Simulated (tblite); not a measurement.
Species: C5H12O2Si.
Geometry (GFN2-xTB, Å), atoms numbered from 1 in this order:
```
atom  x, y, z in Å
C1     3.079    0.564    0.430
O2     1.769    0.133    0.680
C3     1.226   -0.625   -0.380
C4    -0.216   -0.989   -0.040
C5    -1.081    0.263    0.078
Si6   -2.814   -0.146    0.809
C7    -1.327    0.914   -1.226
O8    -1.249    0.391   -2.308
H9     3.124    1.211   -0.455
H10    3.398    1.124    1.307
H11    3.754   -0.287    0.274
H12    1.822   -1.540   -0.528
H13    1.258   -0.046   -1.314
H14   -0.607   -1.630   -0.831
H15   -0.221   -1.540    0.901
H16   -0.597    0.975    0.751
H17   -3.591    1.090    0.911
H18   -2.588   -0.720    2.135
H19   -3.491   -1.105   -0.061
H20   -1.655    1.972   -1.135
```

All values are computed: GFN2-xTB (tblite) harmonic vibrations without scaling, gas phase. Errors from tens to a few hundred cm⁻¹ against measured bands are possible. Modes of hydrogen on silicon can be 10 to 20 % off. One conformer, not necessarily the lowest.

Harmonic wavenumbers (cm⁻¹): 38.5, 72.0, 90.6, 101.1, 117.9, 179.5, 209.0, 232.3, 279.1, 283.9, 326.0, 500.1, 518.5, 544.0, 650.9, 721.7, 764.3, 774.8, 782.2, 842.6, 900.9, 939.9, 992.9, 1036.5, 1080.9, 1099.2, 1117.3, 1126.2, 1138.7, 1159.7, 1204.7, 1234.4, 1296.6, 1339.4, 1352.5, 1394.0, 1409.1, 1451.2, 1469.8, 1491.1, 1497.1, 1753.1, 2274.5, 2283.9, 2297.4, 2718.8, 2844.5, 2885.2, 2890.0, 2915.2, 2961.1, 2988.1, 2999.7, 3025.8.

A = 2587, B = 887.8, C = 752.6 MHz; mass 132.061 u (most abundant isotopes); point group C1, symmetry number 1.

What is the zero-point energy?

Half the sum of the wavenumbers: 34299 cm⁻¹ = 410.31 kJ/mol.

What is S at 400 K and 1 bar for an ideal gas of classical rigid rotors and harmonic oscillators?

Translation 175.87, rotation 127.55, vibration 191.24: S = 494.7 J/(mol K).

And Cp and H(400 K) − H(0)?

Cp = 213.53 J/(mol K), of which vibrations give 180.27 (their classical limit is 54 R = 449.0); H(400 K) − H(0) = 51.49 kJ/mol without the zero-point energy, 38.19 from vibrations.

Which modes carry the vibrational entropy at 400 K?

38.5 cm⁻¹: 24.76; 72.0 cm⁻¹: 19.57; 90.6 cm⁻¹: 17.67; 101.1 cm⁻¹: 16.77; 117.9 cm⁻¹: 15.51; 179.5 cm⁻¹: 12.09 J/(mol K); the other 48 give 84.86 together.

How do the functions run with temperature in this model?

```
 T (K)  S (J/(mol K))  Cp (J/(mol K))  H − H(0) (kJ/mol)  G − H(0) (kJ/mol)  ln q(vib)
   150          344.4           110.6              11.11             -40.55       3.95
   250          410.1           150.5              24.14             -78.39       7.10
298.15          438.4           171.0              31.88             -98.82       8.55
   600          594.9           281.6             101.37            -255.54      17.11
   900          722.9           348.8             196.77            -453.81      24.91
```

q(vib) and H(0) count from the zero-point level.

What must be added to the electronic energy to get the Gibbs energy at 400 K and 1 bar?

ZPE + [H(400 K) − H(0)] − T·S = 410.31 + 51.49 − 197.86 = 263.94 kJ/mol.

Blend soft modes into free rotors: weight 1/[1 + (100 cm⁻¹/ν̃)⁴] for the oscillator and the rest for a rotor with moment μB/(μ + B), μ = h/(8π²ν), B = 10⁻⁴⁴ kg m². What vibrational entropy results?

174.40 J/(mol K) in place of 191.24, which changes −T·S at 400 K by +6.74 kJ/mol.

Hindered rotation and anharmonicity are outside this model. Other conformers, if any are populated, would add a mixing term that is left out. The structure is chiral; the term R ln 2 for an equal mix with its mirror image is left out.
